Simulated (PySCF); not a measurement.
**[HfH3(NH3)]+ at several levels of theory**

Computed with PySCF 2.14.0 (density fitting, no spin-orbit coupling) at the geometry relaxed with PBE0:

```xyz
8
[HfH3(NH3)]+ (singlet)
Hf    0.1074   -0.1074    0.1074
H     1.4170    0.9081    0.8337
H    -0.9081   -0.8337    1.4170
H     0.8337   -1.4170   -0.9081
N    -1.2117    1.2117   -1.2117
H    -2.1947    1.2444   -0.9061
H    -0.9061    2.1947   -1.2444
H    -1.2444    0.9061   -2.1947
```

| level | basis | state | HOMO (eV) | gap (eV) | charge on Hf1 (e) | dipole about the centre of mass (D) | largest force component (eV/Å) |
| --- | --- | --- | --- | --- | --- | --- | --- |
| PBE0 | Hf def2-SVP with ECP60, H def2-SVP, N def2-SVP | singlet | -13.15 | 6.14 | 1.30 | 7.19 | 0.00 |
| CAM-B3LYP | the same | singlet | -14.57 | 8.69 | 1.34 | 7.31 | 0.06 |
| PBE0 | Hf def2-TZVP with ECP60, H def2-TZVP, N def2-TZVP | singlet | -13.21 | 6.19 | 0.92 | 7.18 | 0.25 |

Charges are Mulliken's, which hang on the basis. The relaxation used the grid (50, 194), these runs (75, 302) or, all-electron (x2c bases, spin-free X2C Hamiltonian), (99, 590).

What does wB97X with Hf def2-SVP with ECP60, H def2-SVP, N def2-SVP give here?

state singlet, HOMO (eV) -15.63, gap (eV) 10.81, charge on Hf1 (e) 1.40, dipole about the centre of mass (D) 7.34, largest force component (eV/Å) 0.08. Time: 7 s on 2 threads of Intel(R) Xeon(R) Platinum 8259CL CPU @ 2.50GHz (Skylake/Cascade Lake), with other jobs on the host, from an already converged density.

In the first row's basis the gap widens with exact exchange: 6.1 eV for PBE0 (a fixed share); 8.7 to 10.8 eV for CAM-B3LYP, wB97X (rising or full at long range).
